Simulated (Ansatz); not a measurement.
Basis-set extrapolation for `C[CH]1[AlH][SiH2]1` (PBE0-D4/def2-TZVP geometry, frozen core, Ansatz). Multiplicity 1, RHF reference.

```csv
,def2-TZVPP,def2-QZVPP
HF,-610.633823,-610.653055
MP2 correlation,-0.549100,-0.585133
CCSD(T) correlation,-0.625026,not run
```

Energies in hartree. Use E(X) = E(∞) + A·exp(−7.88·√X) for Hartree–Fock and E(X) = E(∞) + B·X^(−2.97) for correlation, with X = 3 and 4, and add CCSD(T) minus MP2 of the smaller set to the MP2 limit.

Task: What is the CCSD(T) energy at the basis-set limit?

Result: HF limit: -610.653055 + (-0.019232) × 0.13774 = -610.65570. MP2 limit: -0.585133 + (-0.036033) × 0.74074 = -0.61182. Higher-order term: -0.625026 − (-0.549100) = -0.07593. Total: -611.34345 hartree, 222.1 kJ/mol below CCSD(T)/def2-TZVPP.
